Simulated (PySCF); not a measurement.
Excitation energy of O⁺ by level of theory

O⁺ [He] 2s2 2p3 (4S) → O⁺ [He] 2s1 2p3 3s1 (6S), as a difference of total energies. Computed with PySCF 2.14 in aug-cc-pCVTZ-DK with one added diffuse shell each of s, p, d, f type (8s7p5d3f, 75 functions), with scalar relativity by spin-free X2C-1e. Correlated levels: valence: 1s2 frozen; valence and next inner shell: nothing frozen. The calculations carry no spin-orbit coupling.

| method | excitation energy (eV) |
| --- | --- |
| UHF | 28.170 |
| LDA | 30.502 |
| PBE | 30.382 |
| PBE0 | 30.307 |
| r2SCAN | 29.928 |
| CAM-B3LYP | 31.270 |
| TPSSh | 30.805 |
| wB97X-V | 30.988 |
| B97-3 | 30.985 |
| MP2 (valence) | 30.001 |
| SCS-MP2 (valence) | 30.464 |
| MP2 (valence and next inner shell) | 30.024 |
| SCS-MP2 (valence and next inner shell) | 30.477 |

How much does correlation contribute at MP2 (valence and next inner shell)?

30.024 − (28.170) = 1.854 eV, measured against UHF.

The promoted electron is Rydberg-like, and one or two diffuse shells describe it only roughly, which tends to raise the upper state.
